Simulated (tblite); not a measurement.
Problem. What does the GFN2-xTB structure of `c1csc(-c2cnc(-c3cccs3)s2)c1` look like in three dimensions?

Solution. 
Z-matrix in Å and degrees, rows numbered from 1:
```
C 
C   1  1.3589
S   2  1.7184  1  112.34
C   3  1.7419  2   91.01  1    -0.01
C   4  1.4250  3  120.68  2  -179.97
C   5  1.3767  4  128.44  3     0.03
N   6  1.3371  5  116.19  4   179.97
C   7  1.2965  6  112.52  5     0.01
C   8  1.4228  7  123.78  6  -180.00
C   9  1.3744  8  126.20  7     0.03
C  10  1.4040  9  112.76  8  -180.00
C  11  1.3613 10  112.72  9     0.01
S  12  1.7161 11  112.42 10    -0.00
S   5  1.7393  4  122.40  3   179.99
C   4  1.3713  3  110.89  2     0.02
H   1  1.0752  2  123.56  3  -179.99
H   2  1.0718  1  128.51  3   179.98
H   6  1.0754  5  124.40  4    -0.05
H  10  1.0738  9  122.11  8     0.00
H  11  1.0751 10  123.78  9   179.97
H  12  1.0720 11  128.29 10   179.98
H  15  1.0758  1  124.15  2   179.99
```

The C–C distances run from 1.359 Å (C1–C2, aromatic) to 1.425 Å (C4–C5, drawn single), a spread of 0.066 Å. The 5-membered ring C5–C6–N7–C8–S14 has internal angles of 88.4° to 116.2°; it is planar, 0.00 Å rms from its mean plane, widest ring torsion 0°. The C–S distances run from 1.716 Å (C12–S13, aromatic) to 1.764 Å (C8–S14, aromatic), a spread of 0.048 Å. Of the pairs four or more bonds apart, S3···H18 is among the closest relative to their van der Waals radii: 2.92 Å, 97 % of the sum of Bondi's values.

Structure optimised with GFN2-xTB, isolated species.

Point group: Cs (tolerance 0.08 Å). Its GFN2-xTB frequencies are all real (lowest 34 cm⁻¹). One conformer, not necessarily the lowest (S3–C4–C5–C6 0°, N7–C8–C9–C10 0°). 3 starts were optimised and ended at 0.00, 0.74 and 1.29 kcal/mol (GFN2-xTB); the lowest of these is shown.

The numbers are calculated, not measured.
